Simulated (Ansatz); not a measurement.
Compare A (`N[SiH]1CS1`) with its isomer B (`NC1[SiH2]S1`).

Gas-phase electronic energies from Ansatz, PBE0-D4/def2-TZVP geometries. CCSD(T)/CBS adds triple-zeta CCSD(T) − MP2 to the extrapolated MP2 energy (def2 sets, frozen cores). DFT in def2-TZVPP. One conformer a species, not always the lowest.

A:

Z-matrix (Å, degrees):
```
Si
C 1 1.828
S 1 2.089 2 57.0
N 1 1.699 2 121.7 3 112.3
H 1 1.476 2 120.3 3 -106.4
H 2 1.087 1 120.1 3 -104.3
H 2 1.086 1 121.4 3 104.2
H 4 1.007 1 119.8 2 168.7
H 4 1.007 1 121.6 2 -42.0
```

B:

```xyz
9

N    -0.4974    1.4336    0.2130
C    -0.5937    0.0389    0.1495
Si    0.6779   -1.0643   -0.5969
S     0.3764   -1.0738    1.4598
H     0.4488    1.7809    0.1526
H    -0.9524    1.8344    1.0222
H    -1.6209   -0.3128    0.1521
H     0.2688   -2.2296   -1.4148
H     1.8925   -0.4075   -1.1375
```

(1) Which isomer does CCSD(T)/CBS put lower? Give the gap. (Best estimate.)

(2) Give E(B) − E(A) in kcal/mol with PBE-D4, CCSD(T)/def2-TZVPP, PBE0-D4, B2PLYP, CCSD(T)/def2-SVP, MP2/def2-TZVPP, ωB97M-V. (An estimate is asked.)

(3) Does the order hold for the free energy at 298.15 K (harmonic terms from PBE0-D4)? (Best estimate.)

Largest T1 diagnostic: 0.013.

Answers

(1) The calculation gave: A, by 30.3 kcal/mol.

(2) Ansatz gave: PBE-D4 25.8, CCSD(T)/def2-TZVPP 29.8, PBE0-D4 28.1, B2PLYP 29.5, CCSD(T)/def2-SVP 23.7, MP2/def2-TZVPP 31.0, ωB97M-V 30.5. None reverses the order clearly.

(3) The calculation gave: Yes: G(B) − G(A) = +30.2 kcal/mol, for one conformer each.

From PBE to PBE0 (25 % exact exchange), in def2-TZVPP and without D4, E(B) − E(A) moves by +2.3 kcal/mol. Leaving LDA and LC-ωPBE aside and taking each functional with its dispersion term where it has one, the values, not all of them listed here, spread over 5.5 kcal/mol, from revPBE-D4 to BHLYP-D4.
